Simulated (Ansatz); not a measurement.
`[F][Nb](=[S])([Cl])[Cl]` + H₂O → `[OH][Nb]([F])(=[S])[Cl]` + HCl at 600 K and 1 bar (formal hydrolysis of the Nb–Cl bond).

Gas-phase electronic energies from Ansatz, PBE0-D4/def2-TZVP geometries. CBS: MP2 limit from def2 TZ/QZ plus the TZ coupled-cluster correction, frozen cores. This one scheme is used for every species. Elements past krypton have def2 core potentials. For Nb outer-core shells are correlated without core-valence functions, which leaves a few kJ/mol of doubt a bond. Each species was taken in one conformer, which may not be the lowest.

```csv
species,CCSD(T)/CBS energy (Eh),H − E (kJ/mol),S (J/(mol·K))
`[F][Nb](=[S])([Cl])[Cl]`,-1474.27673,68.0,433.6
H₂O,-76.37941,76.8,212.8
`[OH][Nb]([F])(=[S])[Cl]`,-1090.26754,103.3,435.8
HCl,-460.38127,35.4,207.2
```

H − E and S are ideal-gas, rigid-rotor, harmonic terms from PBE0-D4/def2-TZVP, for one conformer and one mirror image of each species. 1 Eh = 2625.50 kJ/mol, R = 8.31446 J/(mol·K).

By hand: ΔE, ΔH, ΔS and ΔG.

ΔE = (-1090.26754) + (-460.38127) − (-1474.27673) − (-76.37941) = 0.00733 Eh = 19.2 kJ/mol. Δ(H − E) = 103.3 + 35.4 − 68.0 − 76.8 = -6.1, so ΔH = 13.1 kJ/mol. ΔS = 435.8 + 207.2 − 433.6 − 212.8 = -3.4 J/(mol·K). ΔG = 13.1 − 600 × (-3.4)/1000 = 15.1 kJ/mol.

By hand: the equilibrium constant, and the temperature at which ΔG would vanish if ΔH and ΔS stayed fixed.

log₁₀ K = −ΔG/(RT ln 10) = -1.3. ΔH and −TΔS have one sign here, so there is no such temperature. One of them is within its doubt of zero, so this could turn.

The number of gas molecules stays the same, so ΔS is small and ΔH decides. A doubt of 5 kJ/mol in ΔE shifts log₁₀ K by 0.4 here. Other conformers and mirror images would add mixing entropy, several J/(mol·K) or more a flexible species. These are equilibria of isolated gas molecules and say nothing of rates. Largest T1 diagnostic: 0.023 (customary marks: 0.02 for closed shells, 0.045 for open ones).
